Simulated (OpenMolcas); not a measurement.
How the cost of revTPSS grows with the basis: HOI (hypoiodous acid)

HOI: 3 atoms, total charge 0, spin state singlet. SMILES: `OI`. Geometry: relaxed at GFN2-xTB.

revTPSS (core potential), energy, OpenMolcas 26.06, on 1 thread of Arm Neoverse V2, shared host. N is the number of basis functions, t the processor time.

```
      basis    N  t (s)   ln N   ln t
   def2-SVP   45      3  3.807  1.099
  def2-SVPD   66    5.2  4.190  1.649
  def2-TZVP   87    8.2  4.466  2.104
 def2-TZVPD  108      ?  4.682      ?
def2-TZVPPD  116     17  4.754  2.833
```

Fit t = C·Nᵖ to the known rows and estimate the time in def2-TZVPD.


1. Means of the 4 rows: ln N = 4.30425, ln t = 1.9213.
2. Σ(Δln N)² = 0.48875, Σ(Δln N·Δln t) = 0.87959, so the slope is 0.87959/0.48875 = 1.7997.
3. Intercept: 1.9213 − (1.7997) × 4.30425 = -5.8251. The largest residual of the fit is 0.108.
4. ln t = -5.8251 + 1.7997 × 4.682, so t ≈ 13 s.

The run took 14 s, so the estimate is too short by a factor of about 1.1. The fitted power is 1.8, with the electron count fixed.
